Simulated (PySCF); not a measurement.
Correlation energy of Mn⁺ (manganese, charge +1)

[Ar] 3d5 4s1, high-spin 7S determinant. Computed with PySCF 2.14 in dyall-av2z (16s12p7d2f, 101 functions), with the non-relativistic Hamiltonian (point nucleus). Frozen: [Ar]; 6 electrons correlated; the 25 highest virtual orbitals of each spin left out.

MP2 pair energies summed by pair of shells (mhartree):

```json
{"pair": "3d-3d", "energy": "-63.38", "share (%)": "83.9"}
{"pair": "3d-4s", "energy": "-12.12", "share (%)": "16.1"}
```

Total MP2 correlation energy: -75.50 mhartree.

Same-spin part -75.50 and opposite-spin part 0.00 mhartree; SCS-MP2 scales them by 1/3 and 6/5 to -25.17 mhartree.
